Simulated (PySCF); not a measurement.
Isomers of H11NOSi4, one GFN2-xTB conformer each. Single-point energies are computed at PBE0/pcSseg-1 (PySCF, gas phase, no added dispersion term), electronic only.

```
                       SMILES  GFN2-xTB relative energy (kcal/mol)
 N[Si@H](O[SiH3])[SiH2][SiH3]                                  0.0
O[Si@@H]([SiH3])[SiH2]N[SiH3]                                 17.7
```

Conformers: `[NH2:1][Si@H:2]([O:3][SiH3:4])[SiH2:5][SiH3:6]` with H–N1–Si2–O3 -41° and 180°, N1–Si2–O3–Si4 -83°, N1–Si2–Si5–Si6 -22°; `[OH:1][Si@@H:2]([SiH3:3])[SiH2:4][NH:5][SiH3:6]` with H–O1–Si2–Si3 56°, O1–Si2–Si4–N5 -168°, Si2–Si4–N5–Si6 -51°.

What does PBE0/pcSseg-1 give for the same structures?

```
                       SMILES  PBE0/pcSseg-1 E (Eh)  PBE0/pcSseg-1 (kcal/mol)  GFN2-xTB (kcal/mol)  point group
 N[Si@H](O[SiH3])[SiH2][SiH3]           -1293.95064                       0.0                  0.0           C1
O[Si@@H]([SiH3])[SiH2]N[SiH3]           -1293.92242                      17.7                 17.7           C1
```

Both levels put the same isomer lowest. As drawn, the higher has an O–H bond, which the lower lacks.

Which frontier levels, dipoles and rotational constants go with these structures?

```csv
SMILES,"HOMO (eV, PBE0/pcSseg-1)",LUMO (eV),dipole (D),"A, B, C (MHz)"
N[Si@H](O[SiH3])[SiH2][SiH3],-7.34,-0.55,1.16,"2646, 662.8, 601.5"
O[Si@@H]([SiH3])[SiH2]N[SiH3],-7.26,-1.09,0.30,"1812, 881.9, 665.8"
```
